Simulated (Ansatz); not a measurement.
Consider the formal exchange of groups at a Zn–H bond: `C[S][ZnH]` + `F/C=C/Cl` → `C[S][Zn][F]` + `C=CCl`.

Gas-phase electronic energies from Ansatz, PBE0-D4/def2-TZVP geometries. CCSD(T)/CBS is the MP2 limit (def2-TZVPP, def2-QZVPP) plus CCSD(T) − MP2 in def2-TZVPP, frozen cores. This one scheme is used for every species. Functionals use def2-TZVPP. B3LYP here is the variant with VWN-RPA as its local correlation; programs differ in this. For Zn outer-core shells are correlated without core-valence functions, which leaves a few kJ/mol of doubt a bond. Scalar relativity is left out up to krypton. Each species was taken in one conformer, which may not be the lowest.

```csv
level,ΔE (kJ/mol),difference from CCSD(T)/CBS
PBE-D4,-144.4,26.5
BLYP-D4,-151.2,19.7
r2SCAN-D4,-152.4,18.5
B2PLYP,-159.9,11.0
revPBE,-147.6,23.3
BLYP,-152.7,18.2
B3LYP,-153.2,17.7
BHLYP,-157.1,13.8
CAM-B3LYP,-152.3,18.6
RPA@PBE/def2-TZVPP,-149.6,21.3
CCSD(T)/def2-SVP,-149.0,21.9
HF/def2-TZVPP,-161.6,9.3
MP2/def2-TZVPP,-166.6,4.3
SCS-MP2/def2-TZVPP,-164.3,6.6
CCSD(T)/def2-TZVPP,-157.3,13.6
HF/def2-QZVPP,-168.8,2.1
CCSD(T)/CBS,-170.9,0
```

Largest T1 diagnostic among the species: 0.015.

At CCSD(T), def2-SVP lies +21.9 kJ/mol from the extrapolated value and def2-TZVPP +13.6 kJ/mol. Leaving LDA and LC-ωPBE aside and taking each functional with its dispersion term where it has one, the values spread over 15.5 kJ/mol, from B2PLYP to PBE-D4. LDA lies +14.3 kJ/mol from PBE without D4.
